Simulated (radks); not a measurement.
Problem. Ionisation of the beryllium ion Be2+, [He], to 1s1 as the strength of local exchange is varied. All-electron calculation, non-relativistic Kohn-Sham, Slater X-alpha exchange (alpha = 2/3 is LDA exchange), no correlation, spin-polarised, spherical densities, point nucleus. Program: a radial shooting solver on a logarithmic mesh with Libxc functionals.

| alpha | E(Be2+) (hartree) | exchange (hartree) | IE (eV) | -e of the level emptied (eV) | <r> of it (bohr) |
|---|---|---|---|---|---|
| 0.667 | -13.29526 | -1.92807 | 148.88 | 128.66 (1s) | 0.4219 |
| 0.672 | -13.30972 | -1.94372 | 149.05 | 128.89 (1s) | 0.4216 |
| 0.82 | -13.74172 | -2.41516 | 154.36 | 135.76 (1s) | 0.4134 |
| 0.942 | -14.10370 | -2.81554 | 158.82 | 141.57 (1s) | 0.4068 |
| ? | -13.53642 | -2.19023 | 151.84 | 132.49 (1s) | 0.4172 |

Which alpha was used in the last row?

Solution. alpha = 0.75. NIST Atomic Spectra Database: 153.90 eV (theoretical). The Delta-SCF value meets it near alpha = 0.81.
